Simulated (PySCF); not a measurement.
2-bromofuran (C4H3BrO), SMILES Brc1occc1.

Geometry optimised at ωB97X-D3(BJ)/def2-SVP.

The numbers are results of TDA-CAM-B3LYP/def2-SVPD in PySCF, not measurements.

Vertical excitations. Gas-phase values at a fixed geometry. State labels are in the subgroup Cs.

List the lowest excited states. (The exact figures need the calculation; the answer reports its results.)


```
state  symmetry  energy (eV)  λ (nm)      f                                              main pairs
-----  --------  -----------  ------  -----  ------------------------------------------------------
S1           A"         5.56     223  0.000                                          HOMO→LUMO 83 %
S2           A'         6.26     198  0.394                                        HOMO→LUMO+1 95 %
S3           A"         6.49     191  0.017                                        HOMO→LUMO+2 93 %
S4           A'         6.92     179  0.006  HOMO→LUMO+4 48 %, HOMO−1→LUMO+1 37 %, HOMO→LUMO+8 12 %
S5           A'         7.08     175  0.000                                        HOMO−2→LUMO 87 %
S6           A"         7.16     173  0.005                      HOMO→LUMO+3 58 %, HOMO→LUMO+5 26 %
S7           A"         7.44     167  0.008                      HOMO→LUMO+5 59 %, HOMO→LUMO+3 32 %
S8           A"         7.66     162  0.000                                      HOMO−2→LUMO+1 90 %
S9           A"         7.70     161  0.008                                        HOMO→LUMO+6 67 %
S10          A'         7.81     159  0.084  HOMO→LUMO+4 41 %, HOMO→LUMO+8 33 %, HOMO−1→LUMO+1 18 %
T1           A'         3.89     319      0                                        HOMO→LUMO+1 89 %
T2           A"         5.02     247      0                                          HOMO→LUMO 76 %
T3           A'         5.24     236      0  HOMO−1→LUMO+1 39 %, HOMO→LUMO+4 34 %, HOMO→LUMO+8 20 %
T4           A'         6.25     198      0                                        HOMO−2→LUMO 79 %
```
Triplets are in the Tamm–Dancoff approximation.
